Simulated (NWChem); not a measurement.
System: hydrogen bromide (HBr); SMILES Br

Results from NWChem. Coordinates come from a PBE0/def2-SVP optimisation. Solvent water, SMD (1 M gas to 1 M solution), gas-phase geometry.

Q: What does the run give for M06-2X/cc-pVQZ? Quantities: solvation free energy (kcal/mol); cavity-dispersion-structure term (kcal/mol); dipole in solution (D).

A: 
```
Property                                     Value
-------------------------------------------  -----
solvation free energy (kcal/mol)              -0.6
cavity-dispersion-structure term (kcal/mol)    0.2
dipole in solution (D)                        1.07
```
